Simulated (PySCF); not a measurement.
Pb(OH)(SH) (H₂OPbS), SMILES [OH][Pb][SH] (connectivity only; charge and spin as stated), neutral, multiplicity 1.

The structure is a stationary point at PBE-D3(BJ)/def2-TZVP. The def2 effective core potentials stand for the cores of Pb; spin–orbit coupling is left out. Other conformers were not sampled.

These are B3LYP/def2-TZVPD run with PySCF values and carry that method's errors.

The total energy is -667.69292 hartree, the point group is Cs and the highest occupied level is -7.05 eV. The lowest empty level comes out as -2.70 eV and the orbital gap comes out as 4.35 eV. The dipole moment is 3.01 D, the quadrupole, principal values (traceless, Buckingham form, about the centre of nuclear charge) comes out as -8.14, 3.84, 4.30 D·Å and the mean static polarisability is 75.5 bohr³ (11.18 Å³). The polarisability, principal values is 54.7, 72.1, 99.6 bohr³.
